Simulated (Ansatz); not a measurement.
A nudged elastic band was laid between two geometries of C2H6LiN (10 atoms, charge 0, multiplicity 1).

Method: Ansatz, RKS B3LYP-D4/def2-SVP.

```
movable images  : 7
climbing image  : yes
spring          : 5.0 eV/Å²
optimiser       : quadratic models (default)
start path      : IDPP
force threshold : 0.05 eV/Å
iteration limit : 60
end points      : relaxed
```

First end point:

```xyz
10
Properties=species:S:1:pos:R:3
Li -2.311 0.421 0.294
C -0.353 0.213 -0.306
C 0.250 -1.156 0.028
N 0.618 1.261 0.132
H -0.362 0.280 -1.412
H 0.283 -1.349 1.118
H 1.297 -1.242 -0.334
H -0.339 -1.976 -0.420
H 0.344 2.169 -0.246
H 0.572 1.378 1.146
```

Last end point:

```xyz
10
Properties=species:S:1:pos:R:3
Li -1.559 1.024 1.457
C -0.443 0.244 -0.087
C 0.095 -1.164 0.191
N 0.688 1.073 -0.603
H -1.135 0.142 -0.947
H -0.724 -1.872 0.413
H 0.780 -1.191 1.060
H 0.671 -1.560 -0.672
H 0.331 1.952 -0.981
H 1.297 1.352 0.169
```

Q: What changes between the two ends?

A: No bond is made or broken. The dihedral N4–C2–C3–H8 goes from -170 to -49°. The two ends are copies of one structure, up to a mirror image or an exchange of like atoms.

Q: What energy profile does the band end with?

A: The forces met the threshold. The highest image is number 4 of 0 to 8, 16.7 kJ/mol above the ends, which have the same energy within 2 meV. A vibrational analysis at the climbing image gives one clearly imaginary mode, 270i cm⁻¹: a first-order saddle point.

| image | path coordinate (Å) | energy (kJ/mol) | dihedral N4–C2–C3–H8 (°) |
| --- | --- | --- | --- |
| 0 | 0.00 | 0.0 | -170 |
| 1 | 0.43 | 2.3 | -156 |
| 2 | 0.85 | 8.0 | -141 |
| 3 | 1.28 | 14.1 | -124 |
| 4 | 1.70 | 16.7 | -108 |
| 5 | 2.12 | 14.2 | -92 |
| 6 | 2.53 | 8.1 | -77 |
| 7 | 2.95 | 2.3 | -62 |
| 8 | 3.36 | 0.0 | -49 |

Q: What is the geometry of the highest image?

A: 
```xyz
10
Properties=species:S:1:pos:R:3
Li -1.865 0.814 1.204
C -0.424 0.228 -0.127
C 0.129 -1.201 0.134
N 0.729 1.165 -0.342
H -0.929 0.195 -1.110
H -0.282 -1.704 1.027
H 1.223 -1.142 0.275
H -0.039 -1.887 -0.719
H 0.416 1.969 -0.888
H 1.041 1.563 0.545
```

Q: What are the harmonic wavenumbers there?

A: 270i, 111, 164, 237, 437, 530, 808, 872, 914, 995, 1056, 1061, 1199, 1354, 1384, 1454, 1468, 1617, 2972, 2984, 3036, 3067, 3454, 3531 cm⁻¹.

Time of the run: 2.1 min on 1 thread of Intel(R) Xeon(R) Platinum 8375C CPU @ 2.90GHz (Ice Lake) (shared host), peak memory 0.17 GiB.
